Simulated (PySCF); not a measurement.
All values below come from PBE-D3(BJ)/def2-TZVP // PBE0-D3(BJ)/def2-TZVP (PySCF). Gas-phase values, no solvent. 

Reference species (SMILES): `F[C](F)F` (neutral, multiplicity 2).

| Quantity | Value |
|---|---|
| dipole moment | 0.11 D |

Changed species: `Cl[C](Cl)Cl` (radical fragment; the reference has radical fragment).

**Question.** Give the shifts of the dipole moment.

**Answer.** the dipole moment rises by 0.09 D, to 0.20 D.
